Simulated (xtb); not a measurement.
xtb input for Zn(Me) (CH3Zn), SMILES [CH3][Zn] (connectivity only; charge and spin as stated), neutral, multiplicity 2, GFN2-xTB. 

```
$ xtb mol.xyz --gfn 2 --sp --chrg 0 --uhf 1 --json
$ cat mol.xyz
5

Zn     0.00000000    -0.00000000    -0.53380722
C     -0.00000000    -0.00000000     1.66107982
H      0.88744462     0.51236639     2.01591259
H      0.00000000    -1.02473277     2.01591259
H     -0.88744462     0.51236640     2.01591259
```

It prints:

```
[banner left out]
          |                Calculation Setup                |
           -------------------------------------------------



           -------------------------------------------------
          |                 G F N 2 - x T B                 |
           -------------------------------------------------

        Reference                      10.1021/acs.jctc.8b01176
      * Hamiltonian:
        H0-scaling (s, p, d)           1.850000    2.230000    2.230000
        zeta-weighting                 0.500000
      * Dispersion:
        s8                             2.700000
        a1                             0.520000
        a2                             5.000000
        s9                             5.000000
      * Repulsion:
        kExp                           1.500000    1.000000
        rExp                           1.000000
      * Coulomb:
        alpha                          2.000000
        third order                    shell-resolved
        anisotropic                    true
        a3                             3.000000
        a5                             4.000000
        cn-shift                       1.200000
        cn-exp                         4.000000
        max-rad                        5.000000


          ...................................................
          :                      SETUP                      :
          :.................................................:
          :  # basis functions                  11          :
          :  # atomic orbitals                  11          :
          :  # shells                            7          :
          :  # electrons                         9          :
          :  max. iterations                   250          :
          :  Hamiltonian                  GFN2-xTB          :
          :  restarted?                      false          :
          :  GBSA solvation                  false          :
          :  PC potential                    false          :
          :  electronic temp.          300.0000000     K    :
          :  accuracy                    1.0000000          :
          :  -> integral cutoff          0.2500000E+02      :
          :  -> integral neglect         0.1000000E-07      :
          :  -> SCF convergence          0.1000000E-05 Eh   :
          :  -> wf. convergence          0.1000000E-03 e    :
          :  Broyden damping             0.4000000          :
          :  net charge                          0          :
          :  unpaired electrons                  1          :
          ...................................................

 iter      E             dE          RMSdq      gap      omega  full diag
   1     -4.1274379 -0.412744E+01  0.132E+01    4.01       0.0  T
   2     -4.1270443  0.393548E-03  0.341E+00    5.68       1.0  T
   3     -4.1412493 -0.142049E-01  0.684E+00    4.40       1.0  T
   4     -4.1973992 -0.561499E-01  0.597E-01    5.38       1.0  T
   5     -4.1987592 -0.135999E-02  0.174E-01    5.46       1.0  T
   6     -4.1986652  0.940210E-04  0.159E-01    5.43       1.0  T
   7     -4.1987886 -0.123471E-03  0.525E-02    5.46       1.0  T
   8     -4.1988045 -0.158736E-04  0.984E-03    5.45       4.5  T
   9     -4.1988050 -0.523791E-06  0.148E-03    5.45      30.3  T
  10     -4.1988050 -0.118942E-07  0.338E-04    5.45     132.1  T
  11     -4.1988050 -0.268221E-10  0.579E-05    5.45     772.6  T

   *** convergence criteria satisfied after 11 iterations ***

         #    Occupation            Energy/Eh            Energy/eV
      -------------------------------------------------------------
         1        2.0000           -0.5461372             -14.8611
         2        2.0000           -0.4419366             -12.0257
         3        2.0000           -0.4419366             -12.0257
         4        2.0000           -0.3871981             -10.5362
         5        1.0000           -0.2795960              -7.6082 (HOMO)
         6                         -0.0792527              -2.1566 (LUMO)
         7                         -0.0792527              -2.1566
         8                          0.1087721               2.9598
         9                          0.2528439               6.8802
        10                          0.2528439               6.8802
        11                          0.3096437               8.4258
      -------------------------------------------------------------
                  HL-Gap            0.2003434 Eh            5.4516 eV
             Fermi-level           -0.2564107 Eh           -6.9773 eV

 SCC (total)                   0 d,  0 h,  0 min,  0.002 sec
 SCC setup                      ...        0 min,  0.000 sec (  4.699%)
 Dispersion                     ...        0 min,  0.000 sec (  1.542%)
 classical contributions        ...        0 min,  0.000 sec (  1.080%)
 integral evaluation            ...        0 min,  0.000 sec ( 11.353%)
 iterations                     ...        0 min,  0.001 sec ( 58.202%)
 molecular gradient             ...        0 min,  0.000 sec ( 16.405%)
 printout                       ...        0 min,  0.000 sec (  6.142%)

         :::::::::::::::::::::::::::::::::::::::::::::::::::::
         ::                     SUMMARY                     ::
         :::::::::::::::::::::::::::::::::::::::::::::::::::::
         :: total energy              -4.145027541630 Eh    ::
         :: gradient norm              0.000005849370 Eh/a0 ::
         :: HOMO-LUMO gap              5.451620744132 eV    ::
         ::.................................................::
         :: SCC energy                -4.198804979317 Eh    ::
         :: -> isotropic ES            0.015988078316 Eh    ::
         :: -> anisotropic ES          0.001776431283 Eh    ::
         :: -> anisotropic XC          0.003169076422 Eh    ::
         :: -> dispersion             -0.001850999551 Eh    ::
         :: repulsion energy           0.053777437687 Eh    ::
         :: add. restraining           0.000000000000 Eh    ::
         :: total charge              -0.000000000000 e     ::
         :::::::::::::::::::::::::::::::::::::::::::::::::::::

           -------------------------------------------------
          |                Property Printout                |
           -------------------------------------------------

    * Orbital Energies and Occupations

         #    Occupation            Energy/Eh            Energy/eV
      -------------------------------------------------------------
         1        2.0000           -0.5461372             -14.8611
         2        2.0000           -0.4419366             -12.0257
         3        2.0000           -0.4419366             -12.0257
         4        2.0000           -0.3871981             -10.5362
         5        1.0000           -0.2795960              -7.6082 (HOMO)
         6                         -0.0792527              -2.1566 (LUMO)
         7                         -0.0792527              -2.1566
         8                          0.1087721               2.9598
         9                          0.2528439               6.8802
        10                          0.2528439               6.8802
        11                          0.3096437               8.4258
      -------------------------------------------------------------
                  HL-Gap            0.2003434 Eh            5.4516 eV
             Fermi-level           -0.2564107 Eh           -6.9773 eV

     #   Z          covCN         q      C6AA      α(0)
     1  30 Zn       0.742     0.172   325.488    43.244
     2   6 C        3.517    -0.212    26.349     7.575
     3   1 H        0.925     0.013     2.839     2.635
     4   1 H        0.925     0.013     2.839     2.635
Note: The following floating-point exceptions are signalling: IEEE_DENORMAL
normal termination of xtb
     5   1 H        0.925     0.013     2.839     2.635

 Mol. C6AA /au·bohr⁶  :        767.273772
 Mol. C8AA /au·bohr⁸  :      40624.908619
 Mol. α(0) /au        :         58.723061


Wiberg/Mayer (AO) data.
largest (>0.10) Wiberg bond orders for each atom

 ---------------------------------------------------------------------------
     #   Z sym  total        # sym  WBO       # sym  WBO       # sym  WBO
 ---------------------------------------------------------------------------
     1  30 Zn   0.841 --     2 C    0.765
     2   6 C    3.688 --     4 H    0.974     3 H    0.974     5 H    0.974
                             1 Zn   0.765
     3   1 H    1.000 --     2 C    0.974
     4   1 H    1.000 --     2 C    0.974
     5   1 H    1.000 --     2 C    0.974
 ---------------------------------------------------------------------------

Topologies differ in total number of bonds
Writing topology from bond orders to xtbtopo.mol

molecular dipole:
                 x           y           z       tot (Debye)
 q only:        0.000      -0.000      -0.687
   full:        0.000      -0.000      -0.332       0.844
molecular quadrupole (traceless):
                xx          xy          yy          xz          yz          zz
 q only:        0.705       0.000       0.705       0.000      -0.000      -1.411
  q+dip:        0.383      -0.000       0.383       0.000      -0.000      -0.766
   full:        1.123      -0.000       1.123       0.000      -0.000      -2.245


           -------------------------------------------------
          | TOTAL ENERGY               -4.145027541630 Eh   |
          | GRADIENT NORM               0.000005849370 Eh/α |
          | HOMO-LUMO GAP               5.451620744132 eV   |
           -------------------------------------------------

------------------------------------------------------------------------
------------------------------------------------------------------------
 total:
 SCF:
```

Self-consistency was reached.
